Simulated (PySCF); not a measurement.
A survey of 17O NMR shifts

Theoretical values (PySCF 2.14): structure optimised with GFN2-xTB, GIAO PBE0/pcSseg-1 shieldings. Isolated molecule, non-relativistic, fast rotation and ring inversion assumed for equivalent nuclei, one computed conformer.

Shieldings were converted by a linear fit to measured shifts: 17O: δ = 266.70 − 0.911σ (rms 10.7 ppm, 155 shifts, 12.2 ppm with the 3 outliers that the fit left out vs liquid water, solution or neat liquid). Occasional misses reach two or three times the rms, and more in compound classes unlike the fitted ones.

**Question.** Give the 17O shifts of `CC(=O)N[SiH2]C[SiH2]CC#N`, `CC(=O)N[SiH2]C[SiH2]CC#N`, `CC#C[SiH2][C@@H]([SiH3])CCO`, `C=NC(=C)O[SiH2]OC(C)=O`, `CO[C@@H]1CC=C([SiH2][SiH3])C1`, `C[C@@H]1CC[C@H]2[SiH2]O[SiH2][C@@H]12`.

**Answer.** 
```tsv
compound	environment	δ (ppm)
CC(=O)N[SiH2]C[SiH2]CC#N	amide-type carbonyl oxygen	372.0
CC(=O)N[SiH2]C[SiH2]CC#N	amide-type carbonyl oxygen	371.9
CC#C[SiH2][C@@H]([SiH3])CCO	alcohol oxygen	14.8
[CH2:1]=[N:2][C:3](=[CH2:4])[O:5][SiH2:6][O:7][C:8]([CH3:9])=[O:10]	O10: carbonyl oxygen	381.7
[CH2:1]=[N:2][C:3](=[CH2:4])[O:5][SiH2:6][O:7][C:8]([CH3:9])=[O:10]	O7: oxygen bonded to C, Si	160.7
[CH2:1]=[N:2][C:3](=[CH2:4])[O:5][SiH2:6][O:7][C:8]([CH3:9])=[O:10]	O5: oxygen bonded to C, Si	73.8
CO[C@@H]1CC=C([SiH2][SiH3])C1	ether oxygen	11.7
C[C@@H]1CC[C@H]2[SiH2]O[SiH2][C@@H]12	oxygen bonded to 2 Si, in a 5-membered ring	2.2
```

In solution the two oxygens of a carboxylic acid give one averaged line by proton exchange, and hydrogen bonding shields acid and N–H amide carbonyl oxygens by tens of ppm; neither is in these numbers.
